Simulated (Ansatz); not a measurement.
GaH6NO2Si. Total charge 0; spin multiplicity 1. The bonds changed during the relaxation, so this is another structure than the one it started from. All single points use the PBE0-D4/def2-TZVP geometry. It is one conformer, not always the lowest.

```xyz
11

N     0.928    0.837   -0.809
Si   -0.485    0.973    0.120
O    -1.602   -0.238   -0.115
Ga    1.265   -2.118    2.184
O     0.760   -1.945    0.445
H     1.460   -0.020   -0.785
H     1.119    1.418   -1.605
H    -1.075    2.296   -0.219
H    -1.992   -0.291   -0.989
H    -0.221    0.855    1.573
H    -0.157   -1.767    0.201
```

(1) What is the dipole moment at ωB97M-V/def2-TZVPP? (Estimate.)

(2) And with PBE, r2SCAN, B3LYP? (Best estimate.)

(3) Give the Mulliken charges with ωB97M-V, PBE, r2SCAN in def2-TZVPP. (Best estimate.)

## Answers

(1) The calculation gave: 1.37 D, with components (-0.37, 0.19, -1.30) D in this frame, pointing from negative to positive charge.

(2) The calculation gave: PBE 1.47 D, r2SCAN 1.56 D, B3LYP 1.33 D.

(3) The calculation gave: 
```json
{"atom": "N1", "ωB97M-V": "-0.37", "PBE": "-0.38", "r2SCAN": "-0.45"}
{"atom": "Si2", "ωB97M-V": "0.44", "PBE": "0.42", "r2SCAN": "0.55"}
{"atom": "O3", "ωB97M-V": "-0.40", "PBE": "-0.37", "r2SCAN": "-0.44"}
{"atom": "Ga4", "ωB97M-V": "0.31", "PBE": "0.25", "r2SCAN": "0.30"}
{"atom": "O5", "ωB97M-V": "-0.48", "PBE": "-0.41", "r2SCAN": "-0.48"}
{"atom": "H6", "ωB97M-V": "0.14", "PBE": "0.16", "r2SCAN": "0.17"}
{"atom": "H7", "ωB97M-V": "0.12", "PBE": "0.15", "r2SCAN": "0.17"}
{"atom": "H8", "ωB97M-V": "-0.05", "PBE": "-0.09", "r2SCAN": "-0.10"}
{"atom": "H9", "ωB97M-V": "0.18", "PBE": "0.19", "r2SCAN": "0.21"}
{"atom": "H10", "ωB97M-V": "-0.06", "PBE": "-0.09", "r2SCAN": "-0.10"}
{"atom": "H11", "ωB97M-V": "0.18", "PBE": "0.17", "r2SCAN": "0.19"}
```

B3LYP here is the variant with VWN-RPA as its local correlation; programs differ in this.

Computed with Ansatz.
